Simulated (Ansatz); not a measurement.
```yaml
crystal:
  periodic: [false, false, false]
  atoms:
    - {symbol: C, position_ang: [-1.168281, 0.676788, 1.404181]}
    - {symbol: Si, position_ang: [0.068952, 0.727812, 0.197489]}
    - {symbol: F, position_ang: [1.636760, 0.887898, 0.901670]}
    - {symbol: B, position_ang: [0.030599, -0.696693, -1.183406]}
    - {symbol: N, position_ang: [1.303352, -1.514712, -1.199543]}
    - {symbol: H, position_ang: [-1.020513, 1.620684, 2.106317]}
    - {symbol: H, position_ang: [-2.196631, 0.943553, 0.856992]}
    - {symbol: H, position_ang: [-1.027754, -0.302025, 1.973513]}
    - {symbol: H, position_ang: [0.011975, 2.163669, -0.541961]}
    - {symbol: H, position_ang: [-0.764338, -1.025517, -1.877272]}
    - {symbol: H, position_ang: [2.125918, -1.250752, -0.745207]}
    - {symbol: H, position_ang: [1.452767, -2.415256, -1.698191]}
basis:
  gaussian: {orbitals: "6-31++G**", fitting: {mean_field: cc-pVTZ-jkfit}, final_grid: {core_spheres: 8, valence_spheres: 7, degree: 23}, nuclear_model: gaussian}
magnetization: {spin_polarized: true, initial_magnetization: 1}
hamiltonian: {xc: {name: rPW86-PBE}}
output: {forces: true}
```

```sh
$ ansatz run in.yaml --threads 4 --pin off --events-out ev --progress --plain --max-ram 10444MiB
```

Question: How does Ansatz answer? (An estimate is asked.)

Answer: Computed: The program refused the input.
```
Error: a molecule whose nuclei and cores have a total charge of 48 cannot have a net charge of 0 together with 1 unpaired electrons
```
